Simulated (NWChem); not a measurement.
All runs are NWChem calculations. System: vinylene carbonate (C₃H₂O₃), charge 0, spin multiplicity 1, at a geometry optimised with B3LYP/def2-SVP. Level: RHF/def2-TZVP.

Output (cleaned and shortened):

```
             Northwest Computational Chemistry Package (NWChem) 7.3.0
             --------------------------------------------------------

                                NWChem Input Module
                                -------------------

 Scaling coordinates for geometry "geometry" by  1.889725989
 (inverse scale =  0.529177249)

 Turning off AUTOSYM since
 SYMMETRY directive was detected!

                             Geometry "geometry" -> ""
                             -------------------------

 Output coordinates in angstroms (scale by  1.889725989 to convert to a.u.)

  No.       Tag          Charge          X              Y              Z
 ---- ---------------- ---------- -------------- -------------- --------------
    1 O                    8.0000     0.00000000     0.00000000    -1.97534900
    2 C                    6.0000     0.00000000     0.00000000    -0.78853100
    3 O                    8.0000    -1.10383800     0.00000000     0.02293600
    4 C                    6.0000    -0.66849200     0.00000000     1.32820200
    5 C                    6.0000     0.66849200     0.00000000     1.32820200
    6 O                    8.0000     1.10383800     0.00000000     0.02293600
    7 H                    1.0000    -1.41734300     0.00000000     2.11429200
    8 H                    1.0000     1.41734300     0.00000000     2.11429200

 Effective nuclear repulsion energy (a.u.)     229.3745336870

            Nuclear Dipole moment (a.u.)
            ----------------------------
        X                 Y               Z
 ---------------- ---------------- ----------------
     0.0000000000     0.0000000000     0.0000113384

      Symmetry information
      --------------------

 Group name             C2v
 Group number             16
 Group order               4
 No. of unique centers     5

      Symmetry unique atoms

     1    2    3    4    7


 Summary of "ao basis" -> "" (spherical)
 ------------------------------------------------------------------------------
       Tag                 Description            Shells   Functions and Types
 ---------------- ------------------------------  ------  ---------------------
 *                         def2-tzvp                  on all atoms

 Summary of "ao basis" -> "ao basis" (spherical)
 ------------------------------------------------------------------------------
       Tag                 Description            Shells   Functions and Types
[...]
 Vector   22  Occ=2.000000D+00  E=-3.732310D-01  Symmetry=b2
              MO Center= -7.0D-15,  5.2D-15,  7.8D-01, r^2= 2.6D+00
   Bfn.  Coefficient  Atom+Function         Bfn.  Coefficient  Atom+Function
  ----- ------------  ---------------      ----- ------------  ---------------
   103      0.252587  4 C  py               134      0.252587  5 C  py
   100      0.244208  4 C  py               131      0.244208  5 C  py
    69     -0.170052  3 O  py               162     -0.170052  6 O  py
    72     -0.157042  3 O  py               165     -0.157042  6 O  py
   106      0.153905  4 C  py               137      0.153905  5 C  py

 Vector   23  Occ=0.000000D+00  E= 1.335124D-01  Symmetry=a2
              MO Center=  2.6D-14, -2.5D-16,  1.4D+00, r^2= 3.1D+00
   Bfn.  Coefficient  Atom+Function         Bfn.  Coefficient  Atom+Function
  ----- ------------  ---------------      ----- ------------  ---------------
   106      0.942756  4 C  py               137     -0.942756  5 C  py
    75     -0.256939  3 O  py               100      0.256403  4 C  py
   131     -0.256403  5 C  py               168      0.256939  6 O  py
   103      0.233185  4 C  py               134     -0.233185  5 C  py

 Vector   24  Occ=0.000000D+00  E= 1.555868D-01  Symmetry=a1
              MO Center= -6.1D-15,  1.9D-17,  2.7D+00, r^2= 5.8D+00
   Bfn.  Coefficient  Atom+Function         Bfn.  Coefficient  Atom+Function
  ----- ------------  ---------------      ----- ------------  ---------------
   189      2.683308  7 H  s                195      2.683308  8 H  s
    98     -1.790715  4 C  s                129     -1.790715  5 C  s
   105      1.089161  4 C  px               136     -1.089161  5 C  px
   107     -0.641350  4 C  pz               138     -0.641350  5 C  pz
    36     -0.625459  2 C  s                188     -0.449831  7 H  s

 Vector   25  Occ=0.000000D+00  E= 1.634961D-01  Symmetry=b1
              MO Center=  5.0D-15,  8.6D-17,  2.6D+00, r^2= 7.1D+00
   Bfn.  Coefficient  Atom+Function         Bfn.  Coefficient  Atom+Function
  ----- ------------  ---------------      ----- ------------  ---------------
   189      3.816792  7 H  s                195     -3.816792  8 H  s
   107     -2.799932  4 C  pz               138      2.799932  5 C  pz
   105      2.185659  4 C  px               136      2.185659  5 C  px
    67     -0.942265  3 O  s                160      0.942265  6 O  s
    98      0.820818  4 C  s                129     -0.820818  5 C  s

 center of mass
 --------------
 x =   0.00000000 y =   0.00000000 z =  -0.09197349

 moments of inertia (a.u.)
 ------------------
         432.227326240839           0.000000000000           0.000000000000
           0.000000000000         624.181249910034           0.000000000000
           0.000000000000           0.000000000000         191.953923669195

  Mulliken analysis of the total density
  --------------------------------------

    Atom       Charge   Shell Charges
 -----------   ------   -------------------------------------------------------
    1 O    8     8.41   0.79  1.18  0.58  0.94  0.33  1.84  1.95  0.75  0.00  0.03  0.00
    2 C    6     5.36   0.86  1.12  0.52  0.43  0.02  1.11  0.84  0.11  0.08  0.23  0.03
    3 O    8     8.32   0.79  1.18  0.56  0.97  0.27  1.85  2.08  0.57  0.00  0.04  0.00
    4 C    6     5.98   0.85  1.12  0.50  0.56  0.09  1.21  1.23  0.27  0.03  0.10  0.01
    5 C    6     5.98   0.85  1.12  0.50  0.56  0.09  1.21  1.23  0.27  0.03  0.10  0.01
    6 O    8     8.32   0.79  1.18  0.56  0.97  0.27  1.85  2.08  0.57  0.00  0.04  0.00
    7 H    1     0.82   0.26  0.47  0.07  0.02
    8 H    1     0.82   0.26  0.47  0.07  0.02

       Multipole analysis of the density wrt the origin
       ------------------------------------------------

     L   x y z        total         open         nuclear
     -   - - -        -----         ----         -------
     0   0 0 0     -0.000000      0.000000     44.000000

     1   1 0 0     -0.000000      0.000000      0.000000
     1   0 1 0      0.000000      0.000000      0.000000
     1   0 0 1      1.989095      0.000000      0.000011

     2   2 0 0    -24.281106      0.000000    103.116747
     2   1 1 0     -0.000000      0.000000      0.000000
     2   1 0 1      0.000000      0.000000      0.000000
     2   0 2 0    -24.806355      0.000000      0.000000
     2   0 1 1     -0.000000      0.000000      0.000000
     2   0 0 2    -25.273617      0.000000    232.351446

 Task  times  cpu:       37.0s     wall:       37.0s

 Total times  cpu:       37.0s     wall:       37.0s
```

Write an NWChem input that would produce this output.

This is not unique; one that fits is 
```
start mol
memory heap 200 mb stack 900 mb global 1100 mb
geometry units angstroms nocenter noautoz
  O      0.000000     0.000000    -1.975349
  C      0.000000     0.000000    -0.788531
  O     -1.103838     0.000000     0.022936
  C     -0.668492     0.000000     1.328202
  C      0.668492     0.000000     1.328202
  O      1.103838     0.000000     0.022936
  H     -1.417343     0.000000     2.114292
  H      1.417343     0.000000     2.114292
  symmetry group C2v
end
basis spherical
  * library def2-tzvp
end
scf
  rhf
  nopen 0
  maxiter 100
  thresh 1e-7
  semidirect memsize 60000000 filesize 0
end
task scf energy
```
